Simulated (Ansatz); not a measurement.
Ca3Te2⁺. The state is a doublet with charge 1. Geometry PBE-D4/def2-SVP, that of the neutral singlet; atoms count from 1.

Cartesian coordinates in Å:
```
Ca -0.503 -0.199 -2.016
Ca -0.710 1.629 1.093
Ca 1.212 -1.429 0.921
Te -1.743 -1.127 0.546
Te 1.744 1.125 -0.546
```

In the def2 sets Te takes a core potential; there is no spin–orbit coupling. The structure comes from a short search, and lower isomers may exist.

(1) Estimate the Mulliken populations from the PBE0/def2-TZVP orbitals of Ansatz.

(2) Where does the spin sit?

(3) And the Mayer bond orders between heavy atoms (over 0.3)?

Answers

(1) 
| atom | charge (e) | spin (α − β) |
| --- | --- | --- |
| Ca1 | 0.77 | 0.37 |
| Ca2 | 0.77 | 0.37 |
| Ca3 | 0.77 | 0.37 |
| Te4 | -0.66 | -0.05 |
| Te5 | -0.66 | -0.05 |
Mulliken values depend strongly on the basis.

(2) Summed by element: Ca 1.11, Te -0.11, of 1 unpaired in all. Largest on single atoms: Ca2 0.37, Ca1 0.37, Ca3 0.37.

(3) Ca1–Te4 0.69 (2.99 Å); Ca1–Te5 0.69 (2.99 Å); Ca2–Te4 0.69 (2.99 Å); Ca2–Te5 0.69 (2.99 Å); Ca3–Te4 0.69 (2.99 Å); Ca3–Te5 0.69 (2.99 Å).
